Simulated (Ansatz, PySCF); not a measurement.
Complex: NH3 (SMILES N) (first 4 atoms) with H2S (SMILES S); geometry from B3LYP-D3(BJ)/def2-TZVP, rigid monomers moved along the line of their centres of mass till N1···H7 is 3.01 Å.
(charge 0, multiplicity 1):
```xyz
7

N      0.0062     0.1635     0.3251
H     -0.7772    -0.4607     0.1701
H     -0.1930     1.0317    -0.1588
H      0.8211    -0.2526    -0.1111
S      0.8202     0.9649     4.5420
H     -0.1511     0.1551     4.9919
H      0.5420     0.6956     3.2406
```

Counterpoise-corrected where a basis set is named; no monomer relaxation.

Cores are frozen in the correlated methods. CBS(a, b) extrapolates the correlation energy as X⁻³ and adds the Hartree–Fock energy of set b.

Programs: Ansatz (Gaussian basis) for Hartree–Fock, density functionals and correlated methods; PySCF for the dispersion terms. Each number belongs to the level named beside it.

PBE/def2-TZVPPD gives -2.11 kcal/mol for the interaction energy.

**Question.** Predict the shift from PBE, with its sign, for: PBE-D3(BJ)/def2-TZVPPD, r2SCAN/def2-TZVPPD, B3LYP/def2-TZVPPD, wB97M-V/def2-TZVPPD, MP2/CBS(aug-cc-pV(D+d)Z, aug-cc-pV(T+d)Z), CCSD(T)/CBS(aug-cc-pV(D+d)Z, aug-cc-pV(T+d)Z).

**Answer.** PBE-D3(BJ)/def2-TZVPPD -0.30; r2SCAN/def2-TZVPPD 0.16; B3LYP/def2-TZVPPD 0.45; wB97M-V/def2-TZVPPD 0.04; MP2/CBS(aug-cc-pV(D+d)Z, aug-cc-pV(T+d)Z) -0.05; CCSD(T)/CBS(aug-cc-pV(D+d)Z, aug-cc-pV(T+d)Z) -0.01 kcal/mol. 3 of 6 lie above PBE; the widest gap is to B3LYP/def2-TZVPPD.

Ansatz is a first-principles code.
